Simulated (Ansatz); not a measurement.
One geometry of SnCl2(pyrrolidide)2 (C₈H₁₆Cl₂N₂Sn), several levels of theory.

```yaml
crystal:
  periodic: [false, false, false]
  atoms:
    - {symbol: Sn, position_ang: [0.827839, -0.210139, 0.961016]}
    - {symbol: Cl, position_ang: [1.049203, -0.272812, 3.335876]}
    - {symbol: Cl, position_ang: [2.983137, -0.654563, 0.021255]}
    - {symbol: N, position_ang: [0.265267, 1.570534, 0.145083]}
    - {symbol: C, position_ang: [1.201832, 2.689443, 0.015364]}
    - {symbol: C, position_ang: [0.373190, 3.725571, -0.778468]}
    - {symbol: C, position_ang: [-1.108513, 3.383487, -0.445879]}
    - {symbol: C, position_ang: [-1.024507, 2.165459, 0.506059]}
    - {symbol: H, position_ang: [2.129693, 2.368940, -0.499329]}
    - {symbol: H, position_ang: [1.493272, 3.120289, 1.005973]}
    - {symbol: H, position_ang: [0.562784, 3.616418, -1.863863]}
    - {symbol: H, position_ang: [0.646593, 4.761011, -0.495723]}
    - {symbol: H, position_ang: [-1.646968, 4.227250, 0.028744]}
    - {symbol: H, position_ang: [-1.661055, 3.112716, -1.366603]}
    - {symbol: H, position_ang: [-1.054998, 2.514328, 1.568991]}
    - {symbol: H, position_ang: [-1.847843, 1.434894, 0.368935]}
    - {symbol: N, position_ang: [-0.641899, -1.573198, 0.497552]}
    - {symbol: C, position_ang: [-0.759420, -1.879785, -0.937961]}
    - {symbol: C, position_ang: [0.182445, -3.080375, -1.205992]}
    - {symbol: C, position_ang: [0.325371, -3.767701, 0.182798]}
    - {symbol: C, position_ang: [-0.534796, -2.895238, 1.133259]}
    - {symbol: H, position_ang: [-0.551547, -0.986644, -1.563557]}
    - {symbol: H, position_ang: [-1.819529, -2.170218, -1.132909]}
    - {symbol: H, position_ang: [1.167721, -2.718283, -1.563211]}
    - {symbol: H, position_ang: [-0.223706, -3.759561, -1.981469]}
    - {symbol: H, position_ang: [-0.014286, -4.822971, 0.175012]}
    - {symbol: H, position_ang: [1.385242, -3.767513, 0.509792]}
    - {symbol: H, position_ang: [-1.565806, -3.315178, 1.213721]}
    - {symbol: H, position_ang: [-0.138735, -2.816162, 2.165553]}
basis:
  gaussian: {orbitals: def2-TZVP, fitting: {mean_field: def2-universal-jkfit}, initial_orbitals: start.molden}
hamiltonian: {xc: pbe0, dispersion: d4}
scf: {omitted_lower_state_checks: [starts]}
output: {forces: true, orbitals: {seedname: orbitals}}
```

The file start.molden holds the orbitals of an earlier run on this structure, at another level or in another basis.

```sh
$ ansatz run in.yaml --threads 2 --pin off --events-out ev --progress --plain --max-ram 32768MiB --backend cuda --devices 0, --max-vram 18GiB
```

Shortened log:

```
Functional definition: PBE0
1516 factors; integrals over basis functions are off by at most 4.3e-1 eV
mean field evaluation 1: about -42391.8894 eV, gradient 2.1e2 eV
mean field evaluation 2: about -42399.3686 eV, gradient 7.9e0 eV
mean field evaluation 4: about -42399.5680 eV, gradient 2.2e-1 eV
mean field evaluation 8: about -42399.5683 eV, gradient 2.0e-5 eV
mean field -42399.56832786 eV, -1558.1553965891 hartree, gradient 2.0e-5 eV, S^2 0.000000; 0 other end points of the search recorded, 0 dependent functions left out
reference -42399.56838060 eV, -1558.1553985274 hartree; 67, 67 occupied and 463, 463 virtual orbitals, 1516 factors
Total energy: -42400.43892019 eV, -1558.1873902672 hartree
Atom 0 at     0.827839    -0.210139     0.961016 Å, force    -0.181051     0.067521    -0.145986 eV/Å
Atom 1 at     1.049203    -0.272812     3.335876 Å, force    -0.047368     0.030464    -0.727393 eV/Å
Atom 2 at     2.983137    -0.654563     0.021255 Å, force    -0.636339     0.135962     0.311308 eV/Å
Atom 3 at     0.265267     1.570534     0.145083 Å, force     0.177766    -0.325467     0.372942 eV/Å
Atom 4 at     1.201832     2.689443     0.015364 Å, force     0.143060     0.034573     0.092867 eV/Å
Atom 5 at     0.373190     3.725571    -0.778468 Å, force     0.090790     0.106068    -0.112270 eV/Å
Atom 6 at    -1.108513     3.383487    -0.445879 Å, force    -0.166143     0.026602    -0.044583 eV/Å
Atom 7 at    -1.024507     2.165459     0.506059 Å, force    -0.121891     0.005199     0.137942 eV/Å
Atom 8 at     2.129693     2.368940    -0.499329 Å, force    -0.486327     0.170892     0.227025 eV/Å
Atom 9 at     1.493272     3.120289     1.005973 Å, force    -0.165421    -0.226607    -0.469793 eV/Å
Atom 10 at     0.562784     3.616418    -1.863863 Å, force    -0.096624     0.036766     0.530833 eV/Å
Atom 11 at     0.646593     4.761011    -0.495723 Å, force    -0.148593    -0.507272    -0.123288 eV/Å
Atom 12 at    -1.646968     4.227250     0.028744 Å, force     0.284769    -0.408211    -0.225501 eV/Å
Atom 13 at    -1.661055     3.112716    -1.366603 Å, force     0.279840     0.122049     0.451698 eV/Å
Atom 14 at    -1.054998     2.514328     1.568991 Å, force     0.052847    -0.174626    -0.523925 eV/Å
Atom 15 at    -1.847843     1.434894     0.368935 Å, force     0.414336     0.376413     0.035442 eV/Å
Atom 16 at    -0.641899    -1.573198     0.497552 Å, force     0.568370     0.122067     0.025636 eV/Å
Atom 17 at    -0.759420    -1.879785    -0.937961 Å, force    -0.156605     0.062815    -0.139472 eV/Å
Atom 18 at     0.182445    -3.080375    -1.205992 Å, force     0.092391     0.031495    -0.125852 eV/Å
Atom 19 at     0.325371    -3.767701     0.182798 Å, force     0.098133    -0.115274     0.082257 eV/Å
Atom 20 at    -0.534796    -2.895238     1.133259 Å, force    -0.122299    -0.078740     0.138367 eV/Å
Atom 21 at    -0.551547    -0.986644    -1.563557 Å, force    -0.060103    -0.474629     0.306993 eV/Å
Atom 22 at    -1.819529    -2.170218    -1.132909 Å, force     0.523772     0.130084     0.118913 eV/Å
Atom 23 at     1.167721    -2.718283    -1.563211 Å, force    -0.490819    -0.195413     0.180224 eV/Å
Atom 24 at    -0.223706    -3.759561    -1.981469 Å, force     0.180323     0.333670     0.395196 eV/Å
Atom 25 at    -0.014286    -4.822971     0.175012 Å, force     0.153783     0.541426    -0.005263 eV/Å
Atom 26 at     1.385242    -3.767513     0.509792 Å, force    -0.526186     0.015107    -0.162696 eV/Å
Atom 27 at    -1.565806    -3.315178     1.213721 Å, force     0.509052     0.220667    -0.071510 eV/Å
Atom 28 at    -0.138735    -2.816162     2.165553 Å, force    -0.163463    -0.063605    -0.530113 eV/Å
Dipole moment:    -0.470938     0.093604    -0.385981 e Å
Checks for a lower state left out: starts
```

It took 6.5 s on 2 threads of AMD EPYC 7R13 on a shared host and a share (18 GiB) of an NVIDIA H100 80GB HBM3, peak host memory 1.1 GiB.

Geometry: PBE-D4/def2-SVP.

In the def2 sets Sn takes a core potential; there is no spin–orbit coupling. Single mean-field runs in def2-TZVP are fitted with def2-universal-jkfit.
